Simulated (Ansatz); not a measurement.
SbP, closed-shell singlet (lowest of 2S+1 = 1, 3, 5 at CCSD(T)/def2-TZVPP on PBE0 minima; our sources give no spin for the ground state, which may be another), most abundant isotopes (30.9738 and 120.9038 u). Constants from fifth-degree fits in 1/R to seven points on the lowest solution found; no spin–orbit coupling, no relativity up to Kr; ω_e x_e and α_e move by some per cent with the fit.

Correlated levels freeze the inner cores; with def2 sets outer-core shells near the valence are correlated too. CBS: X⁻³ extrapolation of the correlation energy, Hartree–Fock from the larger set.

The values were computed with Ansatz (Gaussian basis) for Hartree–Fock, density functionals and correlated methods. Each number belongs to the level named beside it. In def2 rows elements past Kr take small-core potentials, without spin–orbit coupling.

```csv
level,r_e (Å),ω_e (cm⁻¹),ω_e x_e (cm⁻¹),α_e (cm⁻¹)
PBE/def2-TZVPP,2.2142,507.9,1.23,0.000473
"CCSD(T)/CBS(def2-TZVPP, def2-QZVPP)",2.2028,512.7,1.42,0.000509
```

Q: Derive the rotational constants, the centrifugal constant, the fundamental, the zero-point energy and the force constant.

A: 
μ = 24.65700 u.
- PBE/def2-TZVPP: B_e = 16.8576/(μ r_e²) = 0.13946 cm⁻¹; B₀ = B_e − α_e/2 = 0.13922 cm⁻¹; D = 4B_e³/ω_e² = 4.21e-08 cm⁻¹; fundamental ω_e − 2ω_e x_e = 505 cm⁻¹; zero-point energy ω_e/2 − ω_e x_e/4 = 254 cm⁻¹; k = μ(2πcω_e)² = 375 N/m; the line J = 1 ← 0 at 2B₀ = 8.347 GHz
- CCSD(T)/CBS(def2-TZVPP, def2-QZVPP): B_e = 16.8576/(μ r_e²) = 0.14090 cm⁻¹; B₀ = B_e − α_e/2 = 0.14065 cm⁻¹; D = 4B_e³/ω_e² = 4.26e-08 cm⁻¹; fundamental ω_e − 2ω_e x_e = 510 cm⁻¹; zero-point energy ω_e/2 − ω_e x_e/4 = 256 cm⁻¹; k = μ(2πcω_e)² = 382 N/m; the line J = 1 ← 0 at 2B₀ = 8.433 GHz

Doubts at one or more of the structures used: a restricted determinant that unrestricted orbitals would lower (CCSD(T)/CBS(def2-TZVPP, def2-QZVPP)).

Ansatz is a quantum-chemistry and plane-wave program.
